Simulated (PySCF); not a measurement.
## Carbon: a sound run and one with changed settings

Sound run: C⁺ [He] 2s2 2p1, C²⁺ [He] 2s2. All numbers are calculated (PySCF 2.14, no relativity, point nucleus, in def2-SVP (3s2p1d, 14 functions)). In the sound run the correlated levels freeze 1s2. The sound run starts from symmetry-adapted Hartree-Fock orbitals and uses a fine grid where one is needed.

Changed run: all electrons correlated in a basis built for the valence shell.

```tsv
species	method	sound run (hartree)	changed run (hartree)	converged
C⁺	MP2	-37.28599	-37.28745	yes
C⁺	CCSD(T)	-37.31159	-37.31281	yes
C²⁺	MP2	-36.39095	-36.39235	yes
C²⁺	CCSD(T)	-36.42400	-36.42499	yes
```

Ionisation energy of C⁺:

```tsv
method	sound run (eV)	changed run (eV)
UHF	24.309	24.309
MP2	24.355	24.357
SCS-MP2	24.309	24.308
CCSD	24.133	24.139
CCSD(T)	24.153	24.159
```

A valence basis has no tight correlating functions, so it recovers only part of the core correlation, and not evenly between atom and ion.

For comparison, NIST gives 24.383 eV between the lowest levels.
